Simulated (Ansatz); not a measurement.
```yaml
crystal:
  periodic: [false, false, false]
  atoms:
    - {symbol: Pt, position_ang: [-0.000638, 0.000308, 0.000044]}
    - {symbol: I, position_ang: [3.183730, 4.076754, 1.582372]}
    - {symbol: I, position_ang: [-3.183070, -4.077062, -1.582416]}
basis:
  gaussian: {orbitals: def2-SVPD}
total_charge: 1
magnetization: {spin_polarized: true, initial_magnetization: 1}
hamiltonian: {xc: {name: wPBEh}}
scf: {omitted_lower_state_checks: [starts]}
```

```sh
$ ansatz run in.yaml --threads 4 --pin off --events-out ev --progress --plain --max-ram 3916MiB
```

Output, abridged:

```
Functional definition: wPBEh
1222 factors; integrals over basis functions are off by at most 2.3e-4 eV
84 factors; integrals over basis functions are off by at most 5.6e-5 eV
mean field evaluation 1: about -19390.8328 eV, gradient 5.3e1 eV
mean field evaluation 2: about -18675.6364 eV, gradient 1.6e2 eV
mean field evaluation 4: about -19348.8773 eV, gradient 5.1e1 eV
mean field evaluation 8: about -19435.6275 eV, gradient 3.0e0 eV
mean field evaluation 16: about -19437.1244 eV, gradient 4.1e-2 eV
mean field evaluation 32: about -19437.1548 eV, gradient 1.9e-2 eV
mean field evaluation 64: about -19437.1553 eV, gradient 2.2e-4 eV
mean field -19437.15533900 eV, -714.3022837313 hartree, gradient 6.5e-6 eV, S^2 2.075391; 1 other end points of the search recorded, 0 dependent functions left out
reference -19437.15542283 eV, -714.3022868119 hartree; 34, 33 occupied and 71, 72 virtual orbitals, 1222 factors
Total energy: -19437.15542283 eV, -714.3022868119 hartree
Checks for a lower state left out: starts
```

In this input the geometry is stretched to more than twice its size. The run converged. The result belongs to that input, not to the species as meant.

In the def2 sets I, Pt take a core potential; there is no spin–orbit coupling. The charge 1 doublet is spin-contaminated (final ⟨S²⟩ up to 2.08, 0.75 for a pure state).
